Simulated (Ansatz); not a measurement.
A calculation with Ansatz (development build ahead of 0.2.0).

```yaml
crystal:
  periodic: [false, false, false]
  atoms:
    - { symbol: B, position_ang: [-0.54966, -0.158, 0.4269] }
    - { symbol: F, position_ang: [0.25609, -0.69659, 1.26632] }
    - { symbol: F, position_ang: [1.60223, 0.41694, -1.29182] }
    - { symbol: F, position_ang: [-1.55965, 0.41364, -0.21274] }
basis:
  gaussian: { orbitals: def2-SVP }
total_charge: 1
magnetization:
  spin_polarized: true
  initial_magnetization: 1
hamiltonian:
  xc: hf
correlation:
  method: mp2
  frozen_orbitals: { B: 1, F: 1 }
output:
  forces: true
```

The input is written out in the form of the current development build from the run's settings.

Output:

| Item | Value |
| --- | --- |
| Converged | yes |
| Reference energy | -322.39530 hartree |
| Correlation energy | -0.58321 hartree |
| Total energy | -322.97851 hartree |
| Spin squared of the determinant | 0.753 |
| Stability test | minimum |

Forces (eV/Å):
```json
{"atom": "B1", "Fx": "-1.946", "Fy": "0.963", "Fz": "-0.042"}
{"atom": "F2", "Fx": "-1.740", "Fy": "1.220", "Fz": "-2.203"}
{"atom": "F3", "Fx": "-0.205", "Fy": "-0.046", "Fz": "0.141"}
{"atom": "F4", "Fx": "3.891", "Fy": "-2.138", "Fz": "2.104"}
```
